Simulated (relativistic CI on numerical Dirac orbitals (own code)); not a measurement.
Fe⁶⁺ (3d2) in a crystal field

Calculated by Dirac-Coulomb-Breit CI, orbitals from a KLI potential per configuration, model QED (radiative potential, 1s self-energy scaled to tabulated hydrogen-like ionisation energies), valence Slater integrals scaled by 0.75, one configuration in a parametric crystal field (own radial code).

Field parameters in Wybourne normalisation: D4h B²₀ = −7Ds, B⁴₀ = 21(Dq − Dt), B⁴₄ = 21√(5/14) Dq. The field is a parameter set, without covalency.

S and J are read from ⟨S²⟩ = S(S + 1) and ⟨J²⟩ = J(J + 1) of each level; they are not fictitious spins.

D4h, 10Dq = 15950, Ds = -1500, Dt = 170 cm⁻¹, the lowest 10 levels:

```tsv
E (cm⁻¹)	Degeneracy	Irrep	S	J
0.0	1	B1	1.00	2.64
48.0	1	B2	1.00	2.73
480	2	E	1.00	3.08
866	1	A1	1.00	3.34
1003	1	A2	1.00	3.53
4793	2	E	1.00	3.27
4802	1	A1	1.00	3.35
14170	2	E	0.97	3.18
14336	1	B1	1.00	3.24
14911	1	A1	0.02	3.06
```

D4h, 10Dq = 15950, Ds = 3000, Dt = 170 cm⁻¹, the lowest 16 levels:

```tsv
E (cm⁻¹)	Degeneracy	Irrep	S	J
0.0	1	A1	1.00	2.94
68.7	2	E	1.00	3.05
6107	1	B1	1.00	2.86
6227	1	B2	1.00	2.98
6522	2	E	1.00	3.28
6750	1	A2	1.00	3.42
6823	1	A1	1.00	3.57
15394	1	B2	0.61	2.85
16465	1	B1	0.91	2.86
16710	2	E	1.00	3.01
16922	1	B1	0.22	3.05
16998	1	A1	1.00	3.30
17010	1	A2	1.00	3.26
17125	2	E	1.00	3.32
17229	1	B1	1.00	3.44
17566	1	B2	0.63	2.87
```

D4h, 10Dq = 15950, Ds = 2590, Dt = 170 cm⁻¹, the lowest 16 levels:

```tsv
E (cm⁻¹)	Degeneracy	Irrep	S	J
0.0	1	A1	1.00	2.93
73.8	2	E	1.00	3.04
5173	1	B1	1.00	2.82
5281	1	B2	1.00	2.94
5622	2	E	1.00	3.28
5886	1	A2	1.00	3.45
5966	1	A1	1.00	3.60
15279	1	B2	0.68	2.88
16134	1	B1	0.98	2.90
16240	2	E	0.99	3.10
16523	2	E	1.00	3.29
16540	1	B1	0.99	3.44
16659	1	A1	1.00	3.34
16665	1	A2	1.00	3.30
16950	1	B1	0.10	3.06
17419	1	B2	0.55	2.89
```

D4h, 10Dq = 15950, Ds = 2180, Dt = 170 cm⁻¹, the lowest 10 levels:

| E (cm⁻¹) | Degeneracy | Irrep | S | J |
| --- | --- | --- | --- | --- |
| 0.0 | 1 | A1 | 1.00 | 2.91 |
| 80.6 | 2 | E | 1.00 | 3.04 |
| 4212 | 1 | B1 | 1.00 | 2.79 |
| 4309 | 1 | B2 | 1.00 | 2.90 |
| 4693 | 2 | E | 1.00 | 3.28 |
| 4983 | 1 | A2 | 1.00 | 3.47 |
| 5075 | 1 | A1 | 1.00 | 3.64 |
| 15124 | 1 | B2 | 0.75 | 2.92 |
| 15562 | 2 | E | 0.99 | 3.19 |
| 15600 | 1 | B1 | 1.00 | 3.10 |

D4h, 10Dq = 15950, Ds = 1770, Dt = 170 cm⁻¹, the lowest 16 levels:

```csv
E (cm⁻¹),Degeneracy,Irrep,S,J
0.0,1,A1,1.00,2.89
90.0,2,E,1.00,3.03
3236,1,B1,1.00,2.76
3325,1,B2,1.00,2.87
3750,2,E,1.00,3.29
4055,1,A2,1.00,3.49
4166,1,A1,1.00,3.68
14855,2,E,0.99,3.22
14913,1,B2,0.82,2.96
14931,1,B1,1.00,3.21
15618,1,B1,1.00,3.26
15717,2,E,1.00,3.26
15913,1,A2,1.00,3.37
15920,1,A1,1.00,3.42
17077,1,B1,0.02,3.03
17191,1,B2,0.38,2.87
```

The free-ion ground term has S = 1. Every field shown keeps that spin.

Levels of this model without a field, named by their leading LS term (the scale mimics covalency, so terms lie below those of the real free ion): 3F_2 0, 3F_3 1024, 3F_4 2267, 1D_2 16037, 3P_0 18412, 3P_1 18798, 3P_2 19634, 1G_4 24437 cm⁻¹.
